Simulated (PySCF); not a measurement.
A structure optimised at B3LYP-D3(BJ)/def2-SVP, used in a PySCF frequency run:

```
O
B 1 1.3404
C 1 1.4166 2 124.14
H 3 1.0983 1 108.01 2 180.00
H 3 1.1031 4 108.97 1 120.68
H 3 1.1031 4 108.97 5 118.65
Cl 2 1.7723 1 117.72 3 180.00
Se 2 1.9723 1 120.91 3 0.00
H 8 1.4714 2 94.36 1 180.00
```
Charge 0, spin multiplicity 1.

Q: Write its SMILES, formula and point group.

A: COB(Cl)[SeH], CH4BClOSe, Cs

Q: What are its rotational constants (standard atomic weights)?

A: 2.6652, 1.7906, 1.0784 GHz
